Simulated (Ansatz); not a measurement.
Molecule: prop-2-enylsilane, C3H8Si (charge 0, singlet). 
Coordinates optimised at B3LYP-D3(BJ)/def2-TZVP (Ansatz, a program for electronic structure):
```xyz
12

C     -2.1517     0.1281     0.6809
C     -1.0138    -0.5534     0.6094
C     -0.1038    -0.6009    -0.5756
Si     1.4535     0.4382    -0.3041
H     -2.7469     0.1415     1.5844
H     -2.5278     0.6958    -0.1630
H     -0.6780    -1.1031     1.4849
H      0.2133    -1.6284    -0.7800
H     -0.6106    -0.2323    -1.4713
H      1.0901     1.8687    -0.1801
H      2.1380     0.0087     0.9393
H      2.3892     0.2719    -1.4439
```
Charge 0, spin multiplicity 1.

Total electronic energies in hartree. Correlated levels leave the core frozen unless marked. Spin-orbit coupling is left out. Non-relativistic. CBS(X,Y): correlation extrapolated as X^-3; Hartree-Fock from the larger set. The bracket is a focal-point correction in the basis named.

```json
[
 {"level": "HF/aug-cc-pV(D+d)Z", "program": "Ansatz", "energy (Eh)": "-407.18611"},
 {"level": "SVWN5/def2-TZVPD", "program": "Ansatz", "energy (Eh)": "___"},
 {"level": "BLYP-D3(BJ)/def2-TZVPD", "program": "Ansatz + dftd3", "energy (Eh)": "___"},
 {"level": "HSE06-D3(BJ)/def2-TZVPD", "program": "Ansatz + dftd3", "energy (Eh)": "___"},
 {"level": "PBE-QIDH/def2-TZVPD", "program": "Ansatz", "energy (Eh)": "-408.26397"},
 {"level": "RPA@PBE/cc-pV(Q+d)Z", "program": "Ansatz", "energy (Eh)": "-408.38222"},
 {"level": "MP2/STO-3G", "program": "Ansatz", "energy (Eh)": "-402.65080"},
 {"level": "MP2/aug-cc-pV(Q+d)Z", "program": "Ansatz", "energy (Eh)": "-407.91626"},
 {"level": "SCS-MP2/cc-pV(Q+d)Z", "program": "Ansatz", "energy (Eh)": "-407.92859"},
 {"level": "CCSD/STO-3G", "program": "Ansatz", "energy (Eh)": "-402.71863"},
 {"level": "CCSD/CBS(cc-pV(T+d)Z,cc-pV(Q+d)Z)", "program": "Ansatz", "energy (Eh)": "-407.9782"},
 {"level": "CCSD(T)/cc-pVTZ", "program": "Ansatz", "energy (Eh)": "-407.93616"},
 {"level": "CCSD(T)/cc-pwCVTZ", "program": "Ansatz", "energy (Eh)": "-407.94746"},
 {"level": "RI-MP2/CBS(aug-cc-pV(T+d)Z,aug-cc-pV(Q+d)Z)+[CCSD(T)-MP2]/aug-cc-pV(Q+d)Z", "program": "Ansatz", "energy (Eh)": "-408.0144"},
 {"level": "CCSD(T)/CBS(aug-cc-pV(T+d)Z,aug-cc-pV(Q+d)Z)", "program": "Ansatz", "energy (Eh)": "-408.0100"}
]
```

Problem. What belongs in the gaps?

Solution. 
- SVWN5/def2-TZVPD, energy (Eh): -406.34619
- BLYP-D3(BJ)/def2-TZVPD, energy (Eh): -408.59265
- HSE06-D3(BJ)/def2-TZVPD, energy (Eh): -408.36406
